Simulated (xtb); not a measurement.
C₆H₁₈Si₂, charge +1, doublet, at the geometry of the source list (a state made from the parent by changing its charge; the spin is typed, not shown lowest); GFN1-xTB run with xtb.

The xtb input:
```
$ xtb mol.xyz --gfn 1 --chrg 1 --uhf 1 --json

# file mol.xyz
26

C     -1.84850000    -0.74300000    -1.64770000
Si    -1.15770000    -0.18740000     0.04890000
C     -2.10160000     1.39700000     0.56170000
C     -1.59250000    -1.55100000     1.31990000
Si     1.15780000     0.18740000    -0.04890000
C      1.84850000     0.74300000     1.64770000
C      1.59250000     1.55100000    -1.31990000
C      2.10160000    -1.39700000    -0.56170000
H     -1.37780000    -1.66340000    -1.97980000
H     -1.66660000     0.00880000    -2.40990000
H     -2.92000000    -0.91890000    -1.61220000
H     -3.17450000     1.23330000     0.60970000
H     -1.78080000     1.74500000     1.53910000
H     -1.92600000     2.20330000    -0.14420000
H     -2.66250000    -1.73150000     1.37220000
H     -1.11520000    -2.49210000     1.06340000
H     -1.25870000    -1.27820000     2.31660000
H      2.92000000     0.91890000     1.61220000
H      1.37780000     1.66340000     1.97980000
H      1.66660000    -0.00880000     2.40990000
H      1.25870000     1.27820000    -2.31660000
H      1.11520000     2.49210000    -1.06340000
H      2.66250000     1.73150000    -1.37220000
H      1.78080000    -1.74500000    -1.53910000
H      1.92600000    -2.20330000     0.14420000
H      3.17450000    -1.23330000    -0.60970000
```

Question: What does xtb print? Leave out banner, timings and long lists.

Answer: 
```
   ID    Z sym.   atoms
    1    6 C      1, 3, 4, 6-8
    2   14 Si     2, 5
    3    1 H      9-26

           -------------------------------------------------
          |                Calculation Setup                |
           -------------------------------------------------

           -------------------------------------------------
          |                 G F N 1 - x T B                 |
           -------------------------------------------------

          ...................................................
          :                      SETUP                      :
          :.................................................:
          :  # basis functions                  80          :
          :  # atomic orbitals                  78          :
          :  # shells                           54          :
          :  # electrons                        49          :
          :  # halogen bonds                     0          :
          :  max. iterations                   250          :
          :  Hamiltonian                  GFN1-xTB          :
          :  restarted?                      false          :
          :  GBSA solvation                  false          :
          :  PC potential                    false          :
          :  electronic temp.          300.0000000     K    :
          :  accuracy                    1.0000000          :
          :  -> integral cutoff          0.2500000E+02      :
          :  -> integral neglect         0.1000000E-07      :
          :  -> SCF convergence          0.1000000E-05 Eh   :
          :  -> wf. convergence          0.2000000E-04 e    :
          :  Broyden damping             0.4000000          :
          :  net charge                          1          :
          :  unpaired electrons                  1          :
          ...................................................

 iter      E             dE          RMSdq      gap      omega  full diag
   1    -25.9663078 -0.259663E+02  0.785E+00    4.65       0.0  T
   2    -25.9878484 -0.215406E-01  0.472E+00    4.48       1.0  T
   3    -25.9791187  0.872972E-02  0.551E-01    4.71       1.0  T
   4    -25.9898986 -0.107800E-01  0.121E-01    4.58       1.0  T
   5    -25.9900517 -0.153022E-03  0.435E-02    4.60       1.0  T
   6    -25.9900798 -0.281638E-04  0.204E-02    4.58       1.0  T
   7    -25.9900980 -0.182134E-04  0.459E-04    4.59      42.7  T
   8    -25.9900981 -0.534133E-08  0.243E-04    4.59      80.6  T
   9    -25.9900981 -0.233030E-08  0.130E-05    4.59    1508.4  T
  10    -25.9900981 -0.237321E-11  0.394E-06    4.59    4983.5  T

   *** convergence criteria satisfied after 10 iterations ***

         :::::::::::::::::::::::::::::::::::::::::::::::::::::
         ::                     SUMMARY                     ::
         :::::::::::::::::::::::::::::::::::::::::::::::::::::
         :: total energy             -25.623125433394 Eh    ::
         :: gradient norm              0.064297986936 Eh/a0 ::
         :: HOMO-LUMO gap              4.588308717645 eV    ::
         ::.................................................::
         :: SCC energy               -25.990098055038 Eh    ::
         :: -> electrostatic           0.070765695116 Eh    ::
         :: repulsion energy           0.379743784951 Eh    ::
         :: dispersion energy         -0.012771163307 Eh    ::
         :: halogen bond corr.         0.000000000000 Eh    ::
         :: add. restraining           0.000000000000 Eh    ::
         :: total charge               1.000000000205 e     ::
         :::::::::::::::::::::::::::::::::::::::::::::::::::::

           -------------------------------------------------
          |                Property Printout                |
           -------------------------------------------------

    * Orbital Energies and Occupations

         #    Occupation            Energy/Eh            Energy/eV
[...]
     1C    -0.18851 -0.30129   1.014  3.175  0.000
     2Si    0.36376  0.20758   1.337  1.574  0.726
     3C    -0.18850 -0.30127   1.014  3.175  0.000
     4C    -0.18850 -0.30126   1.014  3.175  0.000
     5Si    0.36376  0.20757   1.336  1.574  0.726
     6C    -0.18851 -0.30129   1.014  3.175  0.000
     7C    -0.18850 -0.30126   1.014  3.175  0.000
     8C    -0.18850 -0.30127   1.014  3.175  0.000
     9H     0.07234  0.12743   0.928  0.000  0.000
    10H     0.07234  0.12741   0.928  0.000  0.000
    11H     0.08924  0.14391   0.911  0.000  0.000
    12H     0.08924  0.14391   0.911  0.000  0.000
    13H     0.07233  0.12740   0.928  0.000  0.000
    14H     0.07233  0.12741   0.928  0.000  0.000
    15H     0.08924  0.14392   0.911  0.000  0.000
    16H     0.07234  0.12741   0.928  0.000  0.000
    17H     0.07234  0.12742   0.928  0.000  0.000
    18H     0.08924  0.14391   0.911  0.000  0.000
    19H     0.07235  0.12744   0.928  0.000  0.000
    20H     0.07234  0.12742   0.928  0.000  0.000
    21H     0.07234  0.12742   0.928  0.000  0.000
    22H     0.07234  0.12742   0.928  0.000  0.000
    23H     0.08924  0.14392   0.911  0.000  0.000
    24H     0.07234  0.12741   0.928  0.000  0.000
    25H     0.07234  0.12741   0.928  0.000  0.000
    26H     0.08924  0.14392   0.911  0.000  0.000

Wiberg/Mayer (AO) data.
largest (>0.10) Wiberg bond orders for each atom

 ---------------------------------------------------------------------------
     #   Z sym  total        # sym  WBO       # sym  WBO       # sym  WBO
 ---------------------------------------------------------------------------
     1   6 C    3.968 --     2 Si   1.022     9 H    0.935    10 H    0.935
                            11 H    0.919
     2  14 Si   4.318 --     4 C    1.022     3 C    1.022     1 C    1.022
                             5 Si   0.632
     3   6 C    3.968 --     2 Si   1.022    14 H    0.935    13 H    0.935
                            12 H    0.919
     4   6 C    3.968 --     2 Si   1.022    16 H    0.935    17 H    0.935
                            15 H    0.919
     5  14 Si   4.318 --     7 C    1.022     8 C    1.022     6 C    1.022
                             2 Si   0.632
     6   6 C    3.968 --     5 Si   1.022    19 H    0.935    20 H    0.935
                            18 H    0.919
     7   6 C    3.968 --     5 Si   1.022    22 H    0.935    21 H    0.935
                            23 H    0.919
     8   6 C    3.968 --     5 Si   1.022    25 H    0.935    24 H    0.935
                            26 H    0.919
     9   1 H    0.994 --     1 C    0.935
    10   1 H    0.994 --     1 C    0.935
    11   1 H    0.990 --     1 C    0.919
    12   1 H    0.990 --     3 C    0.919
    13   1 H    0.994 --     3 C    0.935
    14   1 H    0.994 --     3 C    0.935
    15   1 H    0.990 --     4 C    0.919
    16   1 H    0.994 --     4 C    0.935
    17   1 H    0.994 --     4 C    0.935
    18   1 H    0.990 --     6 C    0.919
    19   1 H    0.994 --     6 C    0.935
    20   1 H    0.994 --     6 C    0.935
    21   1 H    0.994 --     7 C    0.935
    22   1 H    0.994 --     7 C    0.935
    23   1 H    0.990 --     7 C    0.919
    24   1 H    0.994 --     8 C    0.935
    25   1 H    0.994 --     8 C    0.935
    26   1 H    0.990 --     8 C    0.919
 ---------------------------------------------------------------------------

Topologies differ in total number of bonds
Writing topology from bond orders to xtbtopo.mol

 dipole moment from electron density (au)
     X       Y       Z
   0.0004   0.0000  -0.0000  total (Debye):    0.001

           -------------------------------------------------
          | TOTAL ENERGY              -25.623125433394 Eh   |
          | GRADIENT NORM               0.064297986936 Eh/α |
          | HOMO-LUMO GAP               4.588308717645 eV   |
           -------------------------------------------------

normal termination of xtb
```
